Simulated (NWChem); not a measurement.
Isomers of C3H2BF3, each optimised at B3LYP/6-31G* with NWChem, gas phase unless a solvent is named. Flexible species stand in one conformer each, which need not be the lowest. Pople sets run with spherical d functions. Relative energies count from the lowest isomer at each level and are electronic, without zero-point energy, on those geometries.

A: C#CB(F)C(F)F
B: FB1CC(F)=C1F
C: FB1C=CC1(F)F
D: B(F)([C@H](F)C#C)F

Question: Which isomer is lowest, and do the levels agree? Levels: B3LYP/6-31G*; PBE/def2-TZVP; B3LYP/def2-TZVP; PBE0/def2-TZVP; CAM-B3LYP/def2-TZVP; PW6B95/def2-TZVP.

Answer: All put D lowest.
```csv
quantity,A,B,C,D
"relative energy, B3LYP/6-31G* (kcal/mol)",32.2,21.2,20.4,0.0
"relative energy, PBE/def2-TZVP (kcal/mol)",32.3,17.2,19.1,0.0
"relative energy, B3LYP/def2-TZVP (kcal/mol)",33.2,26.3,25.5,0.0
"relative energy, PBE0/def2-TZVP (kcal/mol)",34.2,17.8,18.6,0.0
"relative energy, CAM-B3LYP/def2-TZVP (kcal/mol)",34.2,26.1,24.4,0.0
"relative energy, PW6B95/def2-TZVP (kcal/mol)",34.3,21.3,21.5,0.0
```
